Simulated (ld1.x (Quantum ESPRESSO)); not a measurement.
arsenic (As), ultrasoft: configuration errors across variants

* Element: arsenic
* Generator: ld1.x (Quantum ESPRESSO) 7.5
* Type: ultrasoft
* Functional: BP86
* Relativity: fully relativistic
* Frozen core: [Ar]
* Valence charge: 15
* Reference configuration: 3d10 4s1 4p4
* Partial waves: 4s (bound): rcut 1.15, rcutus 1.40 bohr; 4s channel at -0.7 Ry: rcut 1.15, rcutus 1.40 bohr; 4p (bound): rcut 1.85, rcutus 2.30 bohr; 4p channel at 1.5 Ry: rcut 1.85, rcutus 2.30 bohr; 3d (bound): rcut 0.85, rcutus 1.15 bohr; 3d channel at -1.25 Ry: rcut 0.85, rcutus 1.15 bohr
* Local potential: all-electron potential smoothed inside 1.85 bohr (lloc = -1)
* Core correction: none
* Augmentation charge: PSQ, radius 0.70 bohr

Open shells are filled in proportion to 2j + 1 (rel_dist='average').

All-electron excitation energies from the reference (eV): (1) 3d10 4s2 4p3 -9.436; (2) 3d10 4s2 4p2 -0.153; (3) 3d10 4s2 4p1 17.927; (4) 3d10 4s2 4p0 45.814; (5) 3d10 4s2 4p2.5 -5.816; (6) 3d10 4s0 4p5 9.665; (7) 3d10 4s2 4p3.3 -10.707.

2 further variants failed, have other tests or too few solved ones, and are left out.

A true bound ghost makes a file unfit for plane-wave use even where its test errors are small: the radial tests pick states by their node count and pass the ghost by.

Errors AE − PS in meV (a dash: test not solved or not reliable):

```tsv
change	(1)	(2)	(3)	(4)	(5)	(6)	(7)	bound ghosts
base	0.0	0.0	+0.4	+3.6	0.0	0.0	+0.1	s
all radii scaled by about 1.22 (s 1.70, p 2.80, d 1.40 bohr, rcut 1.40/2.26/1.04); local potential all-electron potential smoothed inside 2.26 bohr (lloc = -1); augmentation PSQ, radius 0.86 bohr	+2.0	+1.7	+1.7	+4.3	+2.0	–	–	none
all radii scaled by about 1.37 (s 1.92, p 3.16, d 1.58 bohr, rcut 1.58/2.54/1.16); local potential all-electron potential smoothed inside 2.54 bohr (lloc = -1); augmentation PSQ, radius 0.96 bohr	–	–	–	–	–	–	–	none
```

Q: Give the same row for: all radii scaled by about 1.15 (s 1.62, p 2.66, d 1.32 bohr, rcut 1.32/2.14/0.98); local potential all-electron potential smoothed inside 2.14 bohr (lloc = -1); augmentation PSQ, radius 0.80 bohr.

A: –, –, –, –, –, –, –; bound ghosts: none.
